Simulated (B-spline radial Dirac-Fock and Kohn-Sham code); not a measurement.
**Binding energies of Mg⁴⁺ at several levels of theory**

System: Mg⁴⁺, [He] 2s2 2p4.

The density-functional columns are spherical, spin-unpolarised Dirac-Kohn-Sham results without Breit or QED terms: −ε is minus the orbital energy of the initial state and ΔSCF the difference of two total energies. The reference in the last column comes from relaxed Dirac-Fock hole states (ΔSCF) with Breit and QED corrections and a finite nucleus. All numbers are from a radial B-spline solver, in eV; a selection of levels is shown. The Kohn-Sham columns are given as differences from the reference.

```csv
level,PBE −ε − DF,PBE ΔSCF − DF,LDA −ε − DF,LDA ΔSCF − DF,Dirac-Fock
K (1s),-59.9,+12.6,-66.4,+5.8,1419.0
L1 (2s),-17.8,-1.5,-18.4,-2.2,178.5
"L2,3 (2p)",-15.6,+1.9,-15.6,+2.0,144.4
```

Values without a named source are computed, but for edge energies of neutral atoms, which are taken from tables.
